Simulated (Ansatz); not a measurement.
`FC(Cl)CBr` and `FC(Cl)C[SiH3]` differ in one atom or group.

Ansatz, PBE0-D4/def2-TZVP geometries, multiplicity 1. Each molecule was computed in one conformer, which needn't be the lowest.

Scalar relativity is left out up to krypton.

```tsv
property	`FC(Cl)CBr`
size of the dipole moment (PBE/def2-TZVPP) / D	1.24
HOMO energy (B3LYP/def2-TZVPP) / eV	-8.10
LUMO energy (PBE0/def2-TZVPP) / eV	-0.43
HOMO–LUMO gap (PBE0/def2-TZVPP) / eV	7.94
LUMO energy (B3LYP/def2-TZVPP) / eV	-0.71
size of the dipole moment (ωB97M-V/def2-TZVPP) / D	1.26
```

**Question.** Give the same properties after the change, and the shifts. (An estimate is asked.)

**Answer.** The calculation gave: 
```json
{"property": "size of the dipole moment (PBE/def2-TZVPP) / D", "`FC(Cl)C[SiH3]`": "1.78", "shift": "0.54"}
{"property": "HOMO energy (B3LYP/def2-TZVPP) / eV", "`FC(Cl)C[SiH3]`": "-8.39", "shift": "-0.29"}
{"property": "LUMO energy (PBE0/def2-TZVPP) / eV", "`FC(Cl)C[SiH3]`": "0.36", "shift": "0.79"}
{"property": "HOMO–LUMO gap (PBE0/def2-TZVPP) / eV", "`FC(Cl)C[SiH3]`": "9.01", "shift": "1.07"}
{"property": "LUMO energy (B3LYP/def2-TZVPP) / eV", "`FC(Cl)C[SiH3]`": "0.09", "shift": "0.80"}
{"property": "size of the dipole moment (ωB97M-V/def2-TZVPP) / D", "`FC(Cl)C[SiH3]`": "1.89", "shift": "0.63"}
```

With PBE0 the HOMO falls by 0.29 eV and the LUMO rises by 0.79 eV, so the gap widens by about 1.08 eV. PBE moves the HOMO by -0.21 eV and ωB97M-V by -0.30 eV. Dipoles are sizes alone; their direction can turn.

B3LYP here is the variant with VWN-RPA as its local correlation; programs differ in this.

Spin–orbit coupling is left out; it splits and shifts lone-pair levels of the heavy atoms by tenths of an eV.
